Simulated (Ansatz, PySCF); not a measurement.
Gas-phase reaction R1 → 2 P1, each structure at its B3LYP-D3(BJ)/def2-TZVP stationary point, reached from a drawn start (curvature not checked).
P1: BCl2 (SMILES Cl[B]Cl), charge 0, multiplicity 2.
R1: B2Cl4 (SMILES ClB(Cl)B(Cl)Cl), charge 0, multiplicity 1.

P less R. No zero-point or thermal terms; singlets are restricted closed shells; open shells are unrestricted. One arrangement of each flexible species, with no search for the lowest.

Cores are frozen in the correlated methods.

Programs: Ansatz (a program for electronic structure) with Gaussian orbitals; PySCF for the D3/D4 terms. All values are computed, each at the level named.

```json
[
 {"level": "HF/cc-pV(Q+d)Z", "reaction energy (kcal/mol)": "73.22"},
 {"level": "B3LYP-D4/def2-TZVPP", "reaction energy (kcal/mol)": "96.87"},
 {"level": "PBE0-D3(BJ)/def2-TZVPP", "reaction energy (kcal/mol)": "97.04"},
 {"level": "CAM-B3LYP-D4/def2-TZVPP", "reaction energy (kcal/mol)": "98.07"},
 {"level": "B2PLYP-D3(BJ)/def2-TZVPP", "reaction energy (kcal/mol)": "98.25"},
 {"level": "B2PLYP-D4/def2-TZVPP", "reaction energy (kcal/mol)": "98.02"},
 {"level": "SCS-MP2/cc-pV(T+d)Z", "reaction energy (kcal/mol)": "(withheld)"},
 {"level": "CCSD(T)/cc-pV(D+d)Z", "reaction energy (kcal/mol)": "(withheld)"},
 {"level": "CCSD(T)/cc-pV(Q+d)Z", "reaction energy (kcal/mol)": "(withheld)"}
]
```

**Question.** What belongs in the gaps?

**Answer.** 
- SCS-MP2/cc-pV(T+d)Z, reaction energy (kcal/mol): 101.16
- CCSD(T)/cc-pV(D+d)Z, reaction energy (kcal/mol): 96.40
- CCSD(T)/cc-pV(Q+d)Z, reaction energy (kcal/mol): 99.76
